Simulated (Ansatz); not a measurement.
Calculated with Ansatz (gas phase, PBE0-D4/def2-TZVP geometries, no zero-point term in ΔE). CCSD(T)/CBS adds triple-zeta CCSD(T) − MP2 to the extrapolated MP2 energy (def2 sets, frozen cores). DFT in def2-TZVPP. For Ga, Zn outer-core shells are correlated without core-valence functions, which leaves a few kJ/mol of doubt a bond. Scalar relativity is left out up to krypton.

Reaction (redistribution): `[BH2][GaH][F]` + `C[CH](F)[ZnH]` → `B[CH](C)[ZnH]` + `[F][GaH][F]`

```json
{"level": "ωB97X-V", "ΔE (kJ/mol)": "-238.9"}
{"level": "SCS-MP2/def2-QZVPP", "ΔE (kJ/mol)": "-262.6"}
```

**Question.** What does CCSD(T)/CBS give? (An estimate is asked.)

**Answer.** Computed: -251.9 kJ/mol. The listed levels differ from it by 13.0, -10.7 kJ/mol.

Largest T1 diagnostic among the species: 0.015.

The D4 term adds −4.3 kJ/mol with B3LYP and −2.3 kJ/mol with PBE0; it sums over pairs of atoms, weighted by their polarisabilities, and B3LYP, whose exchange is more repulsive, gets the larger term. In def2-TZVPP, CCSD(T) changes the Hartree–Fock value by −25.9 kJ/mol (the triples alone add −5.9 kJ/mol) and MP2 by −45.1 kJ/mol.

B3LYP here is the variant with VWN-RPA as its local correlation; programs differ in this.
